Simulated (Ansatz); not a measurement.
Reaction (substitution at a C–C bond): `FCC#[C][GaH2]` + CH₃SH → `CSCF` + `C#[C][GaH2]`

Computed with Ansatz on PBE0-D4/def2-TZVP structures; ΔE is electronic, products minus reactants. CCSD(T)/CBS is the MP2 limit (def2-TZVPP, def2-QZVPP) plus CCSD(T) − MP2 in def2-TZVPP, frozen cores. This one scheme is used for every species. DFT in def2-TZVPP. B3LYP here is the variant with VWN-RPA as its local correlation; programs differ in this. For Ga outer-core shells are correlated without core-valence functions, which leaves a few kJ/mol of doubt a bond. Scalar relativity is left out up to krypton. Each species was taken in one conformer, which may not be the lowest.

`FCC#[C][GaH2]`:

Cartesian coordinates in Å:
```
F 0.031 -2.530 1.245
C -0.270 -1.221 1.564
C -0.077 -0.332 0.437
C 0.077 0.431 -0.493
Ga 0.328 1.616 -1.973
H -1.311 -1.185 1.899
H 0.374 -0.919 2.397
H 0.027 3.131 -1.753
H 0.820 1.010 -3.323
```

CH₃SH:

Z-matrix (Å, degrees):
```
C
S 1 1.806
H 1 1.089 2 111.5
H 1 1.089 2 111.5 3 -123.8
H 1 1.090 2 106.2 3 118.1
H 2 1.342 1 97.1 3 61.9
```

`CSCF`:

```xyz
9

C    -0.820   -0.646    0.895
S     0.129   -1.026   -0.585
C     0.861    0.563   -0.895
F    -0.045    1.498   -1.358
H    -0.167   -0.329    1.709
H    -1.565    0.122    0.689
H    -1.331   -1.563    1.188
H     1.627    0.415   -1.660
H     1.310    0.965    0.016
```

`C#[C][GaH2]`:

```xyz
6

C    -1.793    0.315    0.203
C    -0.609    0.108    0.068
Ga    1.267   -0.222   -0.144
H    -2.837    0.497    0.322
H     1.836   -0.331   -1.592
H     2.137   -0.367    1.143
```

Q: Is it downhill or uphill in electronic energy at CCSD(T)/CBS, and by how much? (An estimate is asked.)

A: The calculation gave: Uphill: ΔE = +1.6 kcal/mol.

Q: What do these levels give: BLYP, r2SCAN, B3LYP, r2SCAN0, HF/CBS(def2), MP2/CBS(def2)? (Estimate.)

A: Ansatz gave: BLYP 3.3, r2SCAN 2.6, B3LYP 3.6, r2SCAN0 3.0, HF/CBS(def2) 4.3, MP2/CBS(def2) 1.3 kcal/mol.

Q: What do rigid-rotor, harmonic-oscillator terms from PBE0-D4/def2-TZVP frequencies (298.15 K, 1 bar) make of the CCSD(T)/CBS value? (Estimate.)

A: Ansatz gave: ΔZPE = +0.6 kcal/mol, ΔH = +2.0 kcal/mol, ΔS = -14 J/(mol·K), ΔG = +3.0 kcal/mol.

Largest T1 diagnostic among the species: 0.014.

In def2-TZVPP, CCSD(T) changes the Hartree–Fock value by −1.8 kcal/mol (the triples alone add −0.5 kcal/mol) and MP2 by −2.0 kcal/mol. Leaving LDA and LC-ωPBE aside and taking each functional with its dispersion term where it has one, the values, not all of them listed here, spread over 1.5 kcal/mol, from ωB97M-V to B97M-V. At CCSD(T), def2-SVP lies +3.7 kcal/mol from the extrapolated value and def2-TZVPP +1.0 kcal/mol.
